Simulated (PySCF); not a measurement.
Telling isomers of C7H5NO apart by NMR

[PySCF 2.14: NMR shieldings at PBE0/pcSseg-1/GIAO; GFN2-xTB structure; rapidly exchanging positions averaged; non-relativistic; gas phase; a single conformation]

Chemical shifts δ = σref − σ; TMS for $^{1}$H and $^{13}$C, all at this level. Where no couplings were computed, multiplicities follow the n + 1 count of equivalent neighbours, and m marks all less simple cases (inequivalent or close neighbours, rings, F or P nearby). Shifts are as computed. Against solution values, carbons near 30 ppm lie about +3 ppm off and those near 130 ppm about +5 ppm. Of 1211 compounds with measured shifts, 218 miss one by over three times the rms of a fit or turn the order of signals round; such compounds aren't used in these exercises. OH and NH positions are gas-phase values without hydrogen bonding to other molecules.

(1) Tabulate the signals of `N#Cc1cccc(O)c1`, `N#Cc1ccccc1O` and their relative energies.

(2) What is the quickest way to tell N#Cc1cccc(O)c1 from N#Cc1ccccc1O?

## Answers

(1) 
```tsv
SMILES	carbon types	δC	δH	E rel. (kcal/mol)
N#Cc1cccc(O)c1	3×C 4×CH	163.7, 136.5, 131.4, 124.5, 124.2, 122.6, 118.5	7.69 (m, 1H), 7.49 (d, 1H), 7.39 (d, 1H), 7.02 (s, 1H), 4.55 (br s, 1H)	2.2
N#Cc1ccccc1O	3×C 4×CH	167.7, 140.4, 139.9, 125.2, 121.1, 121.0, 101.0	7.79 (m, 1H), 7.78 (d, 1H), 7.36 (d, 1H), 7.20 (m, 1H), 5.92 (br s, 1H)	0.0
```

Energies are electronic energies at PBE0/pcSseg-1 on these geometries, without zero-point or thermal terms, each for the one conformer computed, which needn't be the lowest.

(2) Both give the same number of carbon signals, with the same numbers of each carbon type, so the positions decide. The first has an aromatic CH at 131.4 ppm, the second a substituted aromatic carbon (C) at 101.0 ppm. Their most deshielded carbons lie at 163.7 and 167.7 ppm.
